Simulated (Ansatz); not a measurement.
Program: Ansatz. Geometries: PBE0-D4/def2-TZVP. ΔE: electronic, gas phase. CCSD(T)/CBS is the MP2 limit (def2-TZVPP, def2-QZVPP) plus CCSD(T) − MP2 in def2-TZVPP, frozen cores. Functionals use def2-TZVPP. Elements past krypton have def2 core potentials. For Br, In outer-core shells are correlated without core-valence functions, which leaves a few kJ/mol of doubt a bond. Scalar relativity is left out up to krypton. Each species was taken in one conformer, which may not be the lowest.

Reaction (redistribution): `NB(Cl)Br` + `[CH3][In]([NH2])[OH]` → `NB(N)Br` + `[CH3][In]([OH])[Cl]`

| level | ΔE (kJ/mol) |
| --- | --- |
| B97M-V | -131.3 |
| PBE0-D4 | -128.9 |
| ωB97X-V | -127.4 |
| ωB97M-V | -128.1 |
| CCSD(T)/def2-SVP | -128.4 |
| MP2/def2-TZVPP | -118.2 |
| MP2/def2-QZVPP | -118.5 |
| HF/CBS(def2) | -153.5 |

**Question.** What does CCSD(T)/CBS give? (An estimate is asked.)

**Answer.** Computed: -121.2 kJ/mol. The listed levels differ from it by -10.1, -7.7, -6.2, -6.9, -7.2, 3.0, 2.7, -32.3 kJ/mol.

Largest T1 diagnostic among the species: 0.015.

At CCSD(T), def2-SVP lies −7.1 kJ/mol from the extrapolated value and def2-TZVPP +0.4 kJ/mol. From r2SCAN to r2SCAN0 (25 % exact exchange), in def2-TZVPP and without D4, ΔE moves by −5.5 kJ/mol.
